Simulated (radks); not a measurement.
The numbers below are computed, except where a source is named.
Ionisation of Ru, [Kr] 4d7 5s1, to Ru+, [Kr] 4d7, under several functionals. Scalar-relativistic Kohn-Sham, spin-polarised, spherical densities, finite nucleus; open shells are filled with parallel spins first (spin-orbit coupling, left out, can overturn this in heavy ions); a radial shooting solver on a logarithmic mesh with Libxc functionals.

functional                                      E(Ru) (hartree)  Exc (hartree)  IE (eV)  -e(HOMO) (eV)  <r> HOMO (bohr)  IE error (eV)
PW91                                                -4531.50421     -134.22140    7.850          3.897            1.726         +0.489
TASK exchange with Perdew-Wang LDA correlation      -4530.30478     -132.78639    7.602          2.871            1.669         +0.242
B86b exchange with PBE correlation                  -4531.34718     -134.06113    7.798          3.858            1.726         +0.438
XLYP                                                -4531.75806     -134.46223    7.724          3.914            1.757         +0.364
exchange-only LDA                                   -4522.18158     -124.76136    7.343          2.687            1.740         -0.018
exchange-only B88                                   -4529.12978     -131.79193    7.358          2.784            1.745         -0.003
BP86                                                -4531.68424     -134.39637    7.933          4.034            1.730         +0.572
HCTH/407                                            -4533.69154     -136.59058    7.726          3.960            1.782         +0.365
AM05                                                -4526.47904     -129.14304    7.762          3.857            1.723         +0.401

NIST Atomic Spectra Database: 7.361 eV (measured). Closest: exchange-only B88. The Delta-SCF values span 0.59 eV, the total energies 11.51 hartree. The highest occupied level is 4d. Open shells are spherical and high-spin; term and fine-structure splittings are not resolved.
